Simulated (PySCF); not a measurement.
Electron attachment to `[O]=[Ti]([Cl])[Cl]` (Cl2OTi)

Molecule: `[O]=[Ti]([Cl])[Cl]` (Cl2OTi). Optimised structure (Å), atoms numbered from 1:
```
Ti    0.1281    0.0123    0.2834
O     1.6754   -0.0788   -0.1243
Cl   -0.8162    1.9804   -0.1876
Cl   -0.9671   -1.9045   -0.0179
```

Computed at BHandHLYP/def2-TZVP // BP86-D3(BJ)/ma-def2-SVP with PySCF (density fitting, grid level 2). Zero-point and thermal terms (298.15 K, 1 bar) come from unscaled GFN2-xTB harmonic frequencies, with soft modes damped to free rotors in the entropy. These were taken at the GFN2-xTB minima.

Frontier levels of the parent: HOMO -10.51 eV, LUMO -3.10 eV.

Reduction to the radical anion:
- Vertical electron affinity (electronic): 2.59 eV
- Adiabatic electron affinity (with zero-point energy): 2.98 eV
- Adiabatic, electronic part: 2.97 eV
- Vertical gap at the product's structure: 3.27 eV
- Inner reorganisation energy (four-point): 676 meV
- Relaxation of product / of parent: 374 / 302 meV
- ⟨S²⟩ of the product: 0.756
- Largest spin populations: Ti1 1.09
- Largest changes of atomic charge: Ti1 -0.31, O2 -0.27, Cl4 -0.21, Cl3 -0.21
- Distances that move most (Å): Ti1–Cl4 2.228 → 2.344; Ti1–Cl3 2.233 → 2.347; Ti1–O2 1.603 → 1.643

Note: spin-orbit coupling is left out of the energies, which matters for open shells on the heavier atoms; def2-TZVP has no diffuse functions and serves anions poorly.

Run with `OMP_NUM_THREADS=1 python redox_run.py task.json out` on 1 thread of Arm Neoverse V2, a shared host. The single points of this level: 98 s of wall time.
